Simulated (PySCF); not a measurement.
Si(H)(F)2(OMe) (CH4F2OSi), SMILES CO[SiH](F)F. Atoms are numbered in the order given.

```xyz
9

Si     0.5671     0.4105     0.0000
F      1.0185    -0.4606    -1.2807
F      1.0185    -0.4606     1.2807
O     -1.0466     0.6344     0.0000
C     -2.0347    -0.3840     0.0000
H      1.2339     1.7164     0.0000
H     -1.9511    -1.0203    -0.8975
H     -3.0232     0.0966     0.0000
H     -1.9511    -1.0203     0.8975
```

The structure is a stationary point at r2SCAN-D4/def2-SVP. One conformer was computed; it need not be the lowest.

Two levels are set side by side: PBE/pcSseg-1 (PySCF) and B3LYP/pcSseg-1 (PySCF). GIAO shifts against CFCl3 (¹⁹F), H2O (¹⁷O), TMS (²⁹Si), TMS (¹H), TMS (¹³C) at the same level; non-relativistic, no solvent, atoms listed together averaged. Differences are taken from unrounded values.

| quantity | B3LYP | PBE | PBE minus B3LYP |
|---|---|---|---|
| δ(²⁹Si) of Si1 (ppm) | -67.0 | -60.0 | 7.0 |
| δ(¹⁹F) of F2, F3 (ppm) | -157.5 | -169.6 | -12.1 |
| δ(¹⁷O) of O4 (ppm) | 45.6 | 55.4 | 9.7 |
| δ(¹³C) of C5 (ppm) | 55.4 | 56.0 | 0.7 |
| δ(¹H) of H6 (ppm) | 4.46 | 4.71 | 0.25 |

Rough cost on one machine, each run with all the roots and properties that it gave: B3LYP against PBE within a factor of 2.
